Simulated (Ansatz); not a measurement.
Isolated molecules relaxed with PBE0-D4/def2-TZVP in Ansatz; ΔE leaves out vibrations. CCSD(T)/CBS adds triple-zeta CCSD(T) − MP2 to the extrapolated MP2 energy (def2 sets, frozen cores). DFT in def2-TZVPP. B3LYP here is the variant with VWN-RPA as its local correlation; programs differ in this. For Ge outer-core shells are correlated without core-valence functions, which leaves a few kJ/mol of doubt a bond. Scalar relativity is left out up to krypton. Each species was taken in one conformer, which may not be the lowest.

Consider the redistribution: `[CH3][GeH2][SiH2]P` + `C[NH][AlH][Cl]` → `C[NH][GeH2][CH3]` + `P[SiH2][AlH][Cl]`.

| level | ΔE (eV) |
| --- | --- |
| PBE-D4 | 1.05 |
| B2PLYP | 1.12 |
| r2SCAN | 1.13 |
| B3LYP | 1.12 |
| HF/def2-TZVPP | 1.05 |
| CCSD(T)/def2-TZVPP | 1.08 |
| MP2/def2-QZVPP | 1.15 |
| MP2/CBS(def2) | 1.16 |

Task: What does CCSD(T)/CBS give? (Estimate.)

Result: The calculation gave: +1.11 eV. The listed levels differ from it by -0.06, 0.01, 0.02, 0.01, -0.06, -0.03, 0.04, 0.05 eV.

Largest T1 diagnostic among the species: 0.013.
